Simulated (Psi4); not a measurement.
# How methods differ on SiSbH3F2 (SMILES [F][Sb]([F])[SiH3])

SiSbH3F2: 7 atoms, total charge 0, spin state singlet. As SMILES, `[F][Sb]([F])[SiH3]`. Geometry: optimised at PBE0/def2-TZVP.

Each level gives the dipole moment (D). The values are calculated.

```
                                                 level                    kind  program  value (D)  CPU time
   PBE-D4/def2-TZVPP (density fitting, core potential)                     GGA     Psi4       2.94      51 s
r2SCAN-D4/def2-TZVPP (density fitting, core potential)                meta-GGA     Psi4       3.06   3.3 min
 B3LYP-D4/def2-TZVPP (density fitting, core potential)           global hybrid     Psi4       3.23      53 s
  PBE0-D4/def2-TZVPP (density fitting, core potential)           global hybrid     Psi4       3.18      59 s
  wB97M-V/def2-TZVPP (density fitting, core potential)  range-separated hybrid     Psi4       3.25   3.8 min
```

The values span 2.94 to 3.25 D. Magnitudes only. Times are those of the runs behind each value, whatever else they computed, on shared processors of several kinds: orders of magnitude only.
